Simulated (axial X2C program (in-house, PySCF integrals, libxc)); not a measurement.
Which molecule has these constants?

Calculated with an axial X2C code built on PySCF integrals, spin-free (one-electron X2C) or two-component (2c: spin–orbit coupling with atomic mean-field Coulomb and Gaunt terms, which also bring small scalar terms), in Dyall basis sets with cores contracted in-house; open shells are unrestricted.

A two-component PBE0 calculation in a Dyall 3-zeta basis gave Re = 3.369 Å, ωe = 115.9 cm⁻¹, De = 1.33 eV, dipole magnitude 9.90 D, Ω = 1.

Which molecule is it?
A. LiAs
B. AsH
C. CsAs
D. NaAs
E. RbAs

C. The others have LiAs 2.414 Å and 438.8 cm⁻¹ (Ω = 1); AsH 1.529 Å and 2158.3 cm⁻¹ (Ω = 1); NaAs 2.736 Å and 232.8 cm⁻¹ (Ω = 1); RbAs 3.239 Å and 130.1 cm⁻¹ (Ω = 1).

Each entry is the lowest single determinant of a limited PBE0 search at one distance. De goes to single-determinant-based atoms at the same level (for ions the charge split of lowest energy) and is withheld (n/a) where an atom does not fit its ground term or J level. Main or longest-lived isotopes. One determinant is a doubtful description, or other states lie close, for CsAs, LiAs, AsH, NaAs, RbAs; these need not be ground states, and all values refer to the states named. Some open-shell Ω = 0 determinants are out of reach, so the Ω given for CsAs, LiAs, AsH, NaAs, RbAs need not be the lowest component. With several unpaired electrons the Ω given is that of one determinant, not necessarily of the lowest component.
